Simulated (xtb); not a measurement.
F6Re, charge +2, doublet, at a GFN2-xTB geometry of the parent state (such geometries of metal compounds can be far from the true shape) (the multiplicity is a formal guess); GFN1-xTB (xtb).

Input for xtb:
```
$ xtb mol.xyz --gfn 1 --chrg 2 --uhf 1 --json

# file mol.xyz
7

Re     0.00000000    -0.00000000     0.00000000
F      1.10905314    -0.46150799    -1.35505160
F     -1.10905314     0.46150799     1.35505160
F     -1.11122240     0.75995228    -1.16831620
F     -0.88020309    -1.57166272    -0.18512734
F      0.88020309     1.57166272     0.18512734
F      1.11122240    -0.75995228     1.16831620
```

What the program printed (banner, timings and long lists left out):

```
   ID    Z sym.   atoms
    1   75 Re     1
    2    9 F      2-7

           -------------------------------------------------
          |                Calculation Setup                |
           -------------------------------------------------

           -------------------------------------------------
          |                 G F N 1 - x T B                 |
           -------------------------------------------------

          ...................................................
          :                      SETUP                      :
          :.................................................:
          :  # basis functions                  34          :
          :  # atomic orbitals                  33          :
          :  # shells                           15          :
          :  # electrons                        47          :
          :  # halogen bonds                     0          :
          :  max. iterations                   250          :
          :  Hamiltonian                  GFN1-xTB          :
          :  restarted?                      false          :
          :  GBSA solvation                  false          :
          :  PC potential                    false          :
          :  electronic temp.          300.0000000     K    :
          :  accuracy                    1.0000000          :
          :  -> integral cutoff          0.2500000E+02      :
          :  -> integral neglect         0.1000000E-07      :
          :  -> SCF convergence          0.1000000E-05 Eh   :
          :  -> wf. convergence          0.2000000E-04 e    :
          :  Broyden damping             0.4000000          :
          :  net charge                          2          :
          :  unpaired electrons                  1          :
          ...................................................

 iter      E             dE          RMSdq      gap      omega  full diag
   1    -30.8604977 -0.308605E+02  0.855E+00    3.48       0.0  T
   2    -28.4410863  0.241941E+01  0.201E+01    1.00       1.0  T
   3    -31.2181192 -0.277703E+01  0.473E+00    1.97       1.0  T
   4    -31.1800355  0.380836E-01  0.487E+00    1.86       1.0  T
   5    -31.3273697 -0.147334E+00  0.286E+00    2.15       1.0  T
   6    -31.4183147 -0.909450E-01  0.138E+00    2.37       1.0  T
   7    -31.4427784 -0.244637E-01  0.547E-01    2.39       1.0  T
   8    -31.4440128 -0.123444E-02  0.444E-01    2.39       1.0  T
   9    -31.4442573 -0.244488E-03  0.414E-01    2.38       1.0  T
  10    -31.4470359 -0.277861E-02  0.362E-02    2.39       1.0  T
  11    -31.4469125  0.123431E-03  0.951E-02    2.39       1.0  T
  12    -31.4469787 -0.662634E-04  0.697E-02    2.39       1.0  T
  13    -31.4470457 -0.669522E-04  0.270E-02    2.39       1.4  T
  14    -31.4470535 -0.780861E-05  0.163E-02    2.39       2.3  T
  15    -31.4470560 -0.252472E-05  0.105E-02    2.39       3.6  T
  16    -31.4470576 -0.159459E-05  0.333E-03    2.39      11.3  T
  17    -31.4470577 -0.592382E-07  0.273E-03    2.39      13.8  T
  18    -31.4470578 -0.119541E-06  0.357E-04    2.39     105.8  T
  19    -31.4470578 -0.125091E-08  0.225E-04    2.39     167.7  T
  20    -31.4470578 -0.820471E-09  0.217E-05    2.39    1739.7  T
  21    -31.4470578 -0.786571E-11  0.155E-06    2.39   24416.4  T

   *** convergence criteria satisfied after 21 iterations ***

         :::::::::::::::::::::::::::::::::::::::::::::::::::::
         ::                     SUMMARY                     ::
         :::::::::::::::::::::::::::::::::::::::::::::::::::::
         :: total energy             -31.425332351834 Eh    ::
         :: gradient norm              0.038605620548 Eh/a0 ::
         :: HOMO-LUMO gap              2.391883030497 eV    ::
         ::.................................................::
         :: SCC energy               -31.447057780064 Eh    ::
         :: -> electrostatic           0.784152443013 Eh    ::
         :: repulsion energy           0.023444795325 Eh    ::
         :: dispersion energy         -0.001719367096 Eh    ::
         :: halogen bond corr.         0.000000000000 Eh    ::
         :: add. restraining           0.000000000000 Eh    ::
         :: total charge               2.000000000000 e     ::
         :::::::::::::::::::::::::::::::::::::::::::::::::::::

           -------------------------------------------------
          |                Property Printout                |
           -------------------------------------------------

    * Orbital Energies and Occupations

         #    Occupation            Energy/Eh            Energy/eV
      -------------------------------------------------------------
         1        2.0000           -1.5309090             -41.6582
       ...           ...                  ...                  ...
        12        2.0000           -1.2039878             -32.7622
        13        2.0000           -1.1845928             -32.2344
        14        2.0000           -1.1845928             -32.2344
        15        2.0000           -1.1839345             -32.2165
        16        1.9996           -1.1691729             -31.8148
        17        1.9996           -1.1691729             -31.8148
        18        1.9992           -1.1684609             -31.7954
        19        1.9952           -1.1667396             -31.7486
        20        1.9808           -1.1654077             -31.7124
        21        1.9808           -1.1654077             -31.7124
        22        1.7083           -1.1625120             -31.6336
        23        1.7083           -1.1625120             -31.6336
        24        1.6281           -1.1621669             -31.6242 (HOMO)
        25                         -1.0742668             -29.2323 (LUMO)
        26                         -1.0702762             -29.1237
        27                         -1.0702762             -29.1237
        28                         -0.8432524             -22.9461
        29                         -0.8219979             -22.3677
        30                         -0.5973199             -16.2539
        31                         -0.5957312             -16.2107
        32                         -0.5957312             -16.2107
        33                         -0.1760292              -4.7900
      -------------------------------------------------------------
                  HL-Gap            0.0879001 Eh            2.3919 eV
             Fermi-level           -1.1399430 Eh          -31.0194 eV

  Mulliken/CM5 charges         n(s)   n(p)   n(d)
     1Re    1.49972  2.13238   0.582  0.741  4.177
     2F     0.08585 -0.01710   1.828  5.086  0.000
     3F     0.08585 -0.01710   1.828  5.086  0.000
     4F     0.07845 -0.03198   1.823  5.098  0.000
     5F     0.08585 -0.01710   1.828  5.086  0.000
     6F     0.08585 -0.01710   1.828  5.086  0.000
     7F     0.07845 -0.03198   1.823  5.098  0.000

Wiberg/Mayer (AO) data.
largest (>0.10) Wiberg bond orders for each atom

 ---------------------------------------------------------------------------
     #   Z sym  total        # sym  WBO       # sym  WBO       # sym  WBO
 ---------------------------------------------------------------------------
     1  75 Re   6.912 --     4 F    1.181     7 F    1.181     6 F    1.138
                             5 F    1.138     2 F    1.138     3 F    1.138
     2   9 F    1.563 --     1 Re   1.138     3 F    0.274
     3   9 F    1.563 --     1 Re   1.138     2 F    0.274
     4   9 F    1.605 --     1 Re   1.181     7 F    0.268
     5   9 F    1.563 --     1 Re   1.138     6 F    0.274
     6   9 F    1.563 --     1 Re   1.138     5 F    0.274
     7   9 F    1.605 --     1 Re   1.181     4 F    0.268
 ---------------------------------------------------------------------------

Topologies differ in total number of bonds
Writing topology from bond orders to xtbtopo.mol

 dipole moment from electron density (au)
     X       Y       Z
   0.0000   0.0000  -0.0000  total (Debye):    0.000

           -------------------------------------------------
          | TOTAL ENERGY              -31.425332351834 Eh   |
          | GRADIENT NORM               0.038605620548 Eh/α |
          | HOMO-LUMO GAP               2.391883030497 eV   |
           -------------------------------------------------

normal termination of xtb
```
